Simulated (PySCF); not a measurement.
These compounds are isomers of formula C₆H₁₂OSi₂.

A. SMILES CC#C[SiH2]O[SiH2]C1CC1
B. `InChI=1S/C6H12OSi2/c1-3-9(8-2)7-6-4-5-6/h1,6,9H,4-5,8H2,2H3/t9-/m0/s1`
C. SMILES [SiH3]CC1=CC=C([SiH2]C)O1

Spectrum 1. ¹H NMR (500 MHz, computed): δ 5.47 (m, 1H), 3.87 (m, 1H), 3.63 (m, 1H), 3.46 (m, 1H), 2.16 (d, 1H), 0.92 (m, 1H), 0.62 (m, 1H), 0.47 (m, 1H), 0.46 (m, 1H), 0.26 (m, 3H). ¹³C{¹H} NMR (computed): δ 105.7 (CH), 90.5 (C), 51.1 (CH), 9.4 (CH2), 8.2 (CH2), -11.4 (CH3).

Spectrum 2. ¹H NMR (500 MHz, computed): δ 5.22 (s, 2H), 4.97 (d, 2H), 2.10 (s, 3H), 0.67 (m, 2H), 0.34 (m, 1H), 0.14 (m, 2H). ¹³C{¹H} NMR (computed): δ 112.5 (C), 86.8 (C), 5.9 (CH3), 3.6 (CH2), -2.4 (CH).

Spectrum 3. ¹H NMR (500 MHz, computed): δ 6.86 (m, 1H), 6.23 (m, 1H), 4.75 (q, 2H), 3.98 (t, 3H), 2.41 (q, 2H), 0.35 (t, 3H). ¹³C{¹H} NMR (computed): δ 166.0 (C), 154.9 (C), 129.7 (CH), 111.5 (CH), 14.1 (CH2), -9.2 (CH3).

[PySCF: PBE0/pcSseg-1 with gauge-including orbitals; GFN2-xTB structure; fast rotation and ring inversion assumed for equivalent nuclei; in vacuum; relativity neglected; one computed conformer]

δ = σ(ref) − σ, references computed at the same level: TMS for ¹H (σref 31.72), ¹³C (σref 186.93). Where no couplings were computed, multiplicities follow the n + 1 count of equivalent neighbours, and m marks all less simple cases (inequivalent or close neighbours, rings, F or P nearby). Shifts are as computed. Against solution values, carbons near 30 ppm lie about +3 ppm off and those near 130 ppm about +5 ppm. Of 1211 compounds with measured shifts, 218 miss one by over three times the rms of a fit or turn the order of signals round; such compounds aren't used in these exercises.

**Question.** Which spectrum belongs to which compound?

**Answer.** 1–B, 2–A, 3–C.

- Spectrum 1 (B): 6 ¹³C signals; δC 90.5 is an alkyne carbon; δC 51.1 is a three-membered-ring carbon.
- Spectrum 2 (A): 5 ¹³C signals; δC 86.8 is an alkyne carbon; δC 5.9 is a propargylic methyl carbon.
- Spectrum 3 (C): 6 ¹³C signals; δC 129.7 is an aromatic CH; δC -9.2 is a methyl carbon bonded to Si.
